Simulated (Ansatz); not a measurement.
C2H5BO (`BCC=O`), relaxed with RKS PBE0-D4/def2-TZVP in Ansatz 0.2.0 from a PBE-D4/def2-SVP geometry. The force threshold is 0.005 eV/Å; the program also tests the step.

Charge 0, multiplicity 1.

Start:

```xyz
9

B    -0.873    0.958   -0.270
C     0.043   -0.022    0.538
C     0.779   -1.065   -0.267
O     1.683   -0.834   -1.044
H    -1.745    1.578    0.308
H    -0.660    1.159   -1.449
H    -0.411   -0.420    1.467
H     0.789    0.769    0.830
H     0.394   -2.121   -0.116
```

(1) How much energy does the relaxation release, and in how many steps? (Estimate.)

(2) Which bonds change most? (An estimate is asked.)

(3) Give the relaxed structure. (An estimate is asked.)

Results:

(1) Computed: 2.40 kcal/mol, in 40 steps, 10 of them rejected.

(2) Computed: C2–H8 from 1.126 to 1.091 Å; C3–H9 from 1.135 to 1.112 Å; B1–H5 from 1.216 to 1.194 Å; B1–H6 from 1.215 to 1.197 Å.

(3) Ansatz gave: 
```xyz
9

B    -0.925    0.890   -0.247
C     0.162    0.088    0.524
C     0.872   -0.934   -0.301
O     2.057   -0.954   -0.486
H    -1.262    1.970    0.136
H    -1.476    0.403   -1.192
H    -0.494   -0.459    1.231
H     0.859    0.686    1.114
H     0.208   -1.688   -0.779
```
